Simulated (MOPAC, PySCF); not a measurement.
CHNS, SMILES `SC#N`, neutral singlet in the gas phase. 

Cartesian coordinates (Å):
```xyz
4

N      1.7627    -0.2697     0.0053
C      0.6629     0.0814     0.0018
S     -0.9134     0.6972    -0.0034
H     -1.5122    -0.5089    -0.0038
```
Charge 0, spin multiplicity 1.

All levels are single points at this geometry (B3LYP-D3(BJ)/def2-TZVP); Pople sets use spherical d functions. Orbital energies aren't observables, and empty levels follow the basis.

```
level                            HOMO (eV)  LUMO (eV)  gap (eV)  dipole (D)  vertical IE, Delta-SCF (eV)
-------------------------------  ---------  ---------  --------  ----------  ---------------------------
B3LYP-D3(BJ)/def2-TZVP in PySCF      -8.05      -1.28      6.77        3.56                            –
PBE-D3(BJ)/def2-TZVP in PySCF        -7.05      -2.03      5.02        3.49                            –
B3LYP/6-311+G** in PySCF             -8.09      -1.28      6.81        3.62                            –
B3LYP/LANL2DZ in PySCF               -8.11      -0.79      7.32        3.39                            –
PM3 in MOPAC                        -10.11      -0.92      9.19        2.76                            –
PM6 in MOPAC                         -9.99      -0.86      9.13        3.02                            –
```
